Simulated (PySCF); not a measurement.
A PySCF script (with the pyscf-properties extension) for the NMR shieldings of SMILES C#C[C@@H]([BH2-][NH3+])C(=C)F, C5H9BFN, on a GFN2-xTB geometry:

```python
import basis_set_exchange as bse
import numpy as np
from pyscf import gto, dft
from pyscf.prop import nmr

atoms = """
C    -1.370959    2.602064   -0.620722
C    -0.872547    1.514442   -0.576792
C    -0.250178    0.209585   -0.552175
B     1.310637    0.326920    0.012220
N     1.977397   -1.147360   -0.258714
C    -1.043757   -0.742525    0.266913
C    -1.967675   -0.514489    1.180086
F    -0.674892   -2.054920    0.034643
H    -1.802462    3.557501   -0.649733
H    -0.225239   -0.169732   -1.583063
H     1.350554    0.507946    1.185587
H     1.944049    1.106808   -0.621885
H     1.384789   -1.858409    0.163810
H     2.904376   -1.183107    0.150330
H     2.034828   -1.317114   -1.258204
H    -2.274646    0.491143    1.391708
H    -2.431274   -1.316722    1.726080
"""
names = dict.fromkeys(["C", "B", "N", "F", "H"], "pcSseg-1")
basis = {el: gto.basis.parse(bse.get_basis(n, elements=[el], fmt="nwchem")) for el, n in names.items()}
mol = gto.M(atom=atoms, basis=basis, charge=0, verbose=0)
mf = dft.RKS(mol, xc="PBE0")
mf.grids.level = 2
mf.grids.alignment = dft.numint.BLKSIZE   # the property module wants whole blocks of grid points
mf.conv_tol = 1e-9
mf.kernel()

calc = nmr.RKS(mf)   # GIAO
C = mf.mo_coeff
Co = C[:, mf.mo_occ > 0]
resp = mf.gen_response(singlet=True, hermi=2)
def vind(x):   # induced exchange potential for any number of trial vectors
    d = np.einsum("pi,xij,qj->xpq", C, 2 * x.reshape(-1, C.shape[1], Co.shape[1]), Co, optimize=True)
    return np.einsum("xpq,pi,qj->xij", resp(d - d.transpose(0, 2, 1)), C, Co, optimize=True).ravel()
mo1, _ = nmr.rhf.solve_mo1(calc, with_cphf=vind)
sigma = calc.kernel(mo1)
for i, s in enumerate(sigma):   # ppm
    print("%2d %-2s %9.2f" % (i, mol.atom_pure_symbol(i), np.trace(s) / 3))
```

Problem. What are the results?

Solution. 
```
 0 C     111.20
 1 C      97.76
 2 C     156.60
 3 B     116.44
 4 N     222.83
 5 C      -0.50
 6 C      95.12
 7 F     275.78
 8 H      30.19
 9 H      29.47
10 H      29.58
11 H      29.27
12 H      27.58
13 H      28.93
14 H      29.09
15 H      26.60
16 H      26.84
```

These numbers come from an equivalent density-fitted implementation of the same equations, which agrees with the script to about 0.01 ppm for H and up to a few tenths of a ppm for heavy atoms, so last digits may differ.

Size and cost of the density-fitted run: 181 basis functions, 51 s wall time on 1 thread of an Arm Neoverse N1, shared host; peak memory 0.82 GiB.
